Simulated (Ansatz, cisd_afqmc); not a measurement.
Species: BOF, charge 1, doublet. BOF+ (parent SMILES O=BF, doublet).
B3LYP-D3(BJ)/def2-TZVP minimum from Ansatz (a quantum-chemistry and plane-wave program):
```xyz
3

F      0.0000     0.0000    -1.2033
B      0.0000     0.0000     0.0258
O      0.0000     0.0000     1.3376
```
Charge +1, spin multiplicity 2.

Total energies in cc-pVDZ, 15 correlated electrons, 3 frozen orbitals. Open shells are spin-unrestricted; no spin-orbit coupling. Cores are frozen in correlated methods. No relativity. AFQMC is phaseless with a CISD trial state; ± is one standard error, without the phaseless bias. Outlying blocks are dropped, and bars are widened where a walk drifts. Over all cases where full CI ran beside it in this data, AFQMC minus full CI had a median of +0.1 mEh and passed +0.4 mEh in a tenth of the cases. The spin of BFO+ (parent SMILES O=BF, doublet) was assumed, and the state is the lowest solution found for it.

```tsv
method	program	energy (Eh)	minus CCSDT(Q) (mEh)
HF	Ansatz	-198.66771	412.05
MP2	Ansatz	-199.05393	25.83
CCSD	Ansatz	-199.06862	11.14
CCSD(T)	Ansatz	-199.07803	1.73
CCSDT(Q)	Ansatz	-199.07976	0.00
AFQMC/CISD	cisd_afqmc	-199.0793 ± 0.0004	0.5 ± 0.4
```

Rough core times of Ansatz's runs on a shared machine: CCSD(T) under 20 s, CCSDT(Q) 50 s.
